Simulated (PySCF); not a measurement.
C4H2F2, SMILES C#C/C(F)=C\F.

The structure is a stationary point at PBE0-D3(BJ)/def2-SVP. The structure was generated by enumeration; whether it is a known compound was not checked.

Two levels are set side by side: PBE/def2-TZVP (PySCF) and HF/def2-TZVP (PySCF). Same geometry, gas phase. Differences are taken from unrounded values.

```
quantity                        HF    PBE  PBE minus HF
---------------------------  -----  -----  ------------
orbital gap (eV)             12.28   3.99         -8.29
highest occupied level (eV)  -9.71  -6.00          3.71
lowest empty level (eV)       2.57  -2.00         -4.57
dipole moment (D)             0.38   0.35         -0.03
mean polarisability (bohr³)   46.7   49.8           3.1
```

PBE's occupied levels lie high since its potential decays too fast outside the molecule; exact exchange lowers them and widens the gap. Loosely held outer electrons make PBE densities more polarisable. Differences between two approximate levels are no errors against the true value.

Rough cost on one machine, each run with all the roots and properties that it gave: HF against PBE about 1/3.
